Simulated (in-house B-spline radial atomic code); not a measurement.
# RPBE excitations of Kr8+

Method: RPBE. Computed with a B-spline radial code for spherical atoms: linear response of the closed shell [Ar] 3d10 with the functional's adiabatic kernel; scalar-relativistic (spin-free one-electron X2C), finite nucleus, no spin-orbit coupling, no double excitations, S, P, D and F terms only. Only terms of natural parity with L up to 3 were computed.

Command:
```bash
python run_td.py task.json out
```
Settings (radii: box in bohr, nucleus in fm):
```
Z                        36
electrons                28
configuration            [Ar] 3d10
hamiltonian              x2c
method                   rpbe,pbe
box_radius               11.59
rms_radius               4.1884
intervals                69
```

Run time, properties included: 0.9 s on 1 thread of Intel(R) Xeon(R) Platinum 8259CL CPU @ 2.50GHz (Skylake/Cascade Lake), on a shared host.

The lowest states, in the order of their Tamm-Dancoff energies; the method's threshold (minus the highest occupied level) is 215.10 eV. Labels give the largest channel, * marks a mixed state, and oscillator strengths are full-response dipole values. Semilocal kernels can invert the small singlet-triplet splittings of Rydberg terms. Energies in eV:

| state | full response | Tamm-Dancoff | oscillator strength |
| --- | --- | --- | --- |
| 3d → 4s 3D | 79.38 | 79.39 | - |
| 3d → 4s 1D | 80.24 | 80.25 | - |
| 3d → 4p 3P | 98.36 | 98.39 | - |
| 3d → 4p 3F | 98.56 | 98.57 | - |
| 3d → 4p 1F | 99.24 | 99.24 | - |
| 3d → 4p 1P | 100.71 | 100.80 | 0.537 |
| 3d → 4d 3S | 127.17 | 127.21 | - |
| 3d → 4d 3D | 128.35 | 128.36 | - |
| 3d → 4d 1D | 129.38 | 129.40 | - |
| 3d → 4d 1S | 137.07 | 138.11 | - |
| 3d → 5s 3D | 147.13 | 147.13 | - |
| 3d → 5s 1D | ? | ? | - |
| 3d → 4f 3P | ? | ? | - |
| 3d → 4f 3F | 154.11 | 154.12 | - |
| 3d → 4f 1F | 154.42 | 154.42 | - |
| 3d → 5p 3P | 154.63 | 154.63 | - |
| 3d → 5p 3F | 154.72 | 154.72 | - |
| 3d → 5p 1F | 154.94 | 154.94 | - |
| 3d → 5p 1P | 155.22 | 155.26 | 0.0262 |
| 3d → 4f 1P | 156.16 | 156.25 | 1.46 |
| 3d → 5d 3S | 166.17 | 166.19 | - |
| 3d → 5d 3D | 166.58 | 166.58 | - |

Task: Where does 3d → 5s 1D lie?

Result: At 147.39 eV in full response, 147.39 eV in Tamm-Dancoff.

Task: Where does 3d → 4f 3P lie?

Result: At 153.80 eV in full response, 153.81 eV in Tamm-Dancoff.

Task: How large is the singlet-triplet splitting of 3d → 4s (D terms) in Tamm-Dancoff?

Result: 0.864 eV, from the unrounded values.

Task: What polarisabilities and dispersion coefficient does the method give?

Result: Dipole 0.2133 bohr³, quadrupole 0.1456 bohr⁵, C6 0.2499 hartree·bohr⁶ for two such species.
